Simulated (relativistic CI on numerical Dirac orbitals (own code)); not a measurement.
**Ni2+: 3d valence photoemission**

Computed with this model: Dirac-Coulomb-Breit CI, KLI orbitals optimised for each configuration, model QED, valence Slater integrals scaled by 0.9, multiplet model of photoemission in the sudden approximation; configurations [Ar] 3d8 → [Ar] 3d7; 300 K; Lorentzian 0.42 eV and Gaussian 0.5 eV FWHM. Energies are those of the free ion, without screening or charge transfer. The energies are binding energies and can lie tens of eV above those of solids. S is read from ⟨S²⟩ = S(S + 1).

Field parameters in Wybourne normalisation: D3d B²₀ = −7Dσ, B⁴₀ = −14Dq − 21Dτ, B⁴₃ = −14√(10/7) Dq; D4h B²₀ = −7Ds, B⁴₀ = 21(Dq − Dt), B⁴₄ = 21√(5/14) Dq; Oh B⁴₀ = 21Dq, B⁴₄ = √(5/14) B⁴₀. The field is a parameter set, without covalency.

Computed curve for free ion, scaled to 100 at the maximum (points under 2 are left out and the grid is thinned):

Energy (eV), Intensity and a bar:
```
     30.8        2.1 
     31.0        2.5 
     31.1        2.7 
     31.3        3.4 
     31.4        3.9 #
     31.6        5.2 #
     31.8        7.3 ##
     31.9        9.0 ##
     32.1       14.9 ####
     32.2       20.2 ######
     32.4       39.5 ###########
     32.6       71.5 #####################
     32.7       87.3 ##########################
     32.9      100.0 ##############################
     33.0       93.0 ############################
     33.2       63.0 ###################
     33.3       47.4 ##############
     33.5       25.5 #######
     33.7       15.1 ####
     33.8       12.5 ###
     34.0       10.0 ##
     34.1        9.6 ##
     34.3       10.1 ##
     34.5       12.9 ###
     34.6       15.7 ####
     34.8       26.8 ########
     34.9       36.3 ##########
     35.1       61.1 ##################
     35.3       77.9 #######################
     35.4       77.6 #######################
     35.6       66.2 ####################
     35.7       62.1 ##################
     35.9       65.8 ####################
     36.1       72.8 ######################
     36.2       70.9 #####################
     36.4       54.8 ################
     36.5       44.1 #############
     36.7       25.5 #######
     36.9       14.2 ####
     37.0       10.9 ###
     37.2        7.1 ##
     37.3        6.0 #
     37.5        4.6 #
     37.7        3.9 #
     37.8        3.8 #
     38.0        4.0 #
     38.1        4.5 #
     38.3        6.1 #
     38.4        6.9 #
     38.6        7.4 ##
     38.8        5.8 #
     38.9        4.7 #
     39.1        2.8 
     39.2        2.3 
     41.4        2.9 
     41.6        4.5 #
     41.7        5.1 #
     41.9        4.8 #
     42.0        4.1 #
     42.2        2.4
```

The ground state has S = 1.00, and the centroid lies at 34.75 eV.
